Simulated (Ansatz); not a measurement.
Mulliken charges of ClF3Sn (`[F][Sn]([F])([F])[Cl]`) from B3LYP/def2-TZVPP in Ansatz (PBE0-D4/def2-TZVP geometry).

```tsv
atom	x (Å)	y (Å)	z (Å)	charge (e)
F1	-0.996	-0.400	1.551	-0.430
Sn2	0.010	-0.049	0.000	1.557
F3	1.758	-0.671	0.319	-0.430
F4	-0.711	-1.103	-1.383	-0.430
Cl5	-0.011	2.149	-0.528	-0.268
```

Task: By hand: the dipole of these point charges (1 e Å = 4.8032 D).

Result: Σ q r = (-0.003, 0.283, -0.068) e Å, of length 0.291 e Å = 1.40 D.

Task: How does the dipole of the full density compare? (An estimate is asked.)

Result: Ansatz gave: (-0.003, 0.316, -0.076) e Å, 1.56 D; the point charges give 0.90 times that, at 0° from its direction.

Point charges leave out the atoms' own dipoles, such as those of lone pairs, and Mulliken's split depends on the basis, so the close match here is no proof of good charges.

B3LYP here is the variant with VWN-RPA as its local correlation; programs differ in this.
